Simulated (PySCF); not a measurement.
Converging SiAs in the basis (HF)

PySCF, ROHF reference; doublet, unpaired electrons π ↑; De to Si + As without counterpoise correction.

```json
{"basis": "cc-pV(D+d)Z/cc-pVDZ-PP", "relativity": "scalar-relativistic core potentials", "functions": "46", "Re (Å)": "2.150", "ωe (cm⁻¹)": "549", "De (eV)": "0.99", "μ (D)": "-1.01"}
{"basis": "x2c-TZVPPall", "relativity": "spin-free X2C", "functions": "90", "Re (Å)": "2.147", "ωe (cm⁻¹)": "546", "De (eV)": "1.14", "μ (D)": "-1.09"}
{"basis": "def2-TZVPPD", "relativity": "no relativity", "functions": "102", "Re (Å)": "2.150", "ωe (cm⁻¹)": "549", "De (eV)": "1.19", "μ (D)": "-1.04"}
```

(1) How does each smaller set differ from the one with most functions, def2-TZVPPD?

A positive dipole means Si(−)As(+). Spin–orbit coupling is left out. Hartree–Fock leaves out correlation, which carries a large part of most bond energies and some tenths to 1 eV of ionisation energies. The state is the lowest determinant that a PBE0 search found; another state may lie lower at other levels.

Results:

(1) cc-pV(D+d)Z/cc-pVDZ-PP: +0.0 pm, +0.0 % in ωe, -0.20 eV in De; x2c-TZVPPall: -0.3 pm, -0.5 % in ωe, -0.05 eV in De. All at HF; the set with most functions is neither the basis-set limit nor always the best. The rows treat relativity differently, so the differences are not basis effects alone.
